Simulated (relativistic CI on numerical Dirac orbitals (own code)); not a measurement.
Method of calculation: Dirac-Coulomb-Breit CI, orbitals from a KLI potential per configuration, QED by a radiative potential, valence Slater integrals scaled by 0.85, configuration energies shifted to the measured levels that pair with them (semi-empirical) (own radial code, finite nucleus).

CI space (outside the closed core 1s2): 2s²2p², 2s2p³, 2s²2p3s, 2s²2p3d, 2s2p²3p, 2s2p²3d, 2s²2p4s, 2s²2p4d, 2s²2p5d, 2s²2p6d, 2p⁴, 2s²2p3p, 2p³3s, 2p³3p, 2s2p²3s, 2p³3d, 2s²2p4p, 2s²2p4f, 2s²3s², 2s²3s3p, 2s²3s3d, 2s²3p², 2s2p²4s, 2s²3p3d, 2s2p²4p, 2s2p3s², 2s²3d², 2s2p²4d, 2s2p²4f, 2s2p3s3p. Levels of other configurations are missing.

Configurations whose levels could be paired with our table of measured levels were shifted onto them, all but the ground configuration, by the median error of their levels; single terms can still be off by 1,000 to 2,000 cm⁻¹ or more, and rates follow the energies as ν³ (E1, M1) or ν⁵ (E2). The others borrow a shift and can be off by several thousand cm⁻¹ or more. 44 of the 44 excited levels that our extract of the measured tables holds in this range could be paired (the sources list more); they are missed by 1252 cm⁻¹ on average and 11230 at most, after the shifts were fitted to these levels, and levels without a partner can miss by more.

Outline of the computed level scheme of Ne V. Lowest level of each configuration: 2s²2p² ³P0 at 0.0000 eV; 2s2p³ ⁵S°2 at 11.4147 eV; 2p⁴ ³P2 at 51.0922 eV; 2s²2p3s ³P°0 at 73.9260 eV; 2s²2p3p ¹P1 at 77.7963 eV; 2s2p²3s ⁵P1 at 85.4831 eV; 2s²2p3d ³F°2 at 85.7203 eV.

Some strong electric-dipole decays among the lowest 45 levels: 2s²2p3d ³D°3 → 2s²2p² ³P2 (1.3e+11 s⁻¹); 2s²2p3d ³D°2 → 2s²2p² ³P1 (1.1e+11 s⁻¹); 2s²2p3d ³D°1 → 2s²2p² ³P0 (8.4e+10 s⁻¹); 2s²2p3d ³P°2 → 2s²2p² ³P2 (7.1e+10 s⁻¹); 2s²2p3d ³D°1 → 2s²2p² ³P1 (4.7e+10 s⁻¹); 2s²2p3d ¹D°2 → 2s²2p² ¹D2 (3.8e+10 s⁻¹); 2s²2p3s ¹P°1 → 2s²2p² ¹D2 (2.6e+10 s⁻¹); 2s²2p3s ³P°0 → 2s²2p² ³P1 (2.1e+10 s⁻¹).
